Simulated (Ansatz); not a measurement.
# Multireference treatment of FeH2, quintet

Computed with Ansatz's Gaussian-basis code (development build). Basis def2-SVP, nonrelativistic, 5 orbitals frozen in the corrections. State-specific CASSCF; RHF is the lowest restricted (open-shell) Hartree–Fock solution met. Small basis; these aren't basis-limit values. Solutions may break the symmetry of the shape. Lower solutions, or ones in other orbitals, may exist.

Geometry. A bond is stretched, to 1.52 times the sum of the covalent radii.

```xyz
3

H     0.0000    0.0000    2.4750
Fe    0.0000    0.0000    0.0000
H     0.0000    0.0000   -1.6500
```

(1) What do CASSCF and its corrections give against RHF in CAS(10,8), and what are the occupations?

## Answers

(1) CASSCF -0.943 eV, SC-NEVPT2 -7.539 eV; occupations 2.00, 2.00, 1.89, 1.00, 1.00, 1.00, 1.00, 0.11.
